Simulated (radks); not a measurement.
Species: C III. Configuration: [He] 2s1 3d1 (not the ground configuration).

Method: Dirac Kohn-Sham, exchange-only B88, spin-unpolarised, spherical densities, finite nucleus; open shells are shared between the two j in proportion to 2j + 1; Fermi nuclear charge, rms radius 2.4702 fm; computed with a radial shooting solver on a logarithmic mesh with Libxc functionals.

Energy parts (hartree):
| part | energy |
|---|---|
| total | -35.18116 |
| kinetic | 35.21340 |
| electron-nucleus | -76.88645 |
| Hartree | 10.49851 |
| exchange | -4.00660 |

Orbitals (lengths in bohr, moments of r in powers of bohr; <r^-3> diverges for s and p1/2; r(max) is where P^2 peaks):
orbital  occ.  eigenvalue (hartree)   <r^-3>  r(max)    <r^2>     <r>  small-component weight
1s1/2       2             -11.82864        -  0.1736  0.09798  0.2692                4.28e-04
2s1/2       1              -1.70666        -   1.088    2.003   1.305                6.58e-05
3d3/2     0.4              -0.39052  0.09020   2.794    12.88   3.330                1.54e-05
3d5/2     0.6              -0.39050  0.09016   2.794    12.89   3.330                1.54e-05

The highest occupied level is 3d5/2 at -10.626 eV. Summed over all electrons, <r^2> = 15.08 bohr^2, which gives a Langevin (diamagnetic) susceptibility term of -11.9 x 10^-6 cm^3/mol. The electron density at the nucleus is 129.9 e/bohr^3. The density falls to 0.001 e/bohr^3 at r = 4.08 bohr.
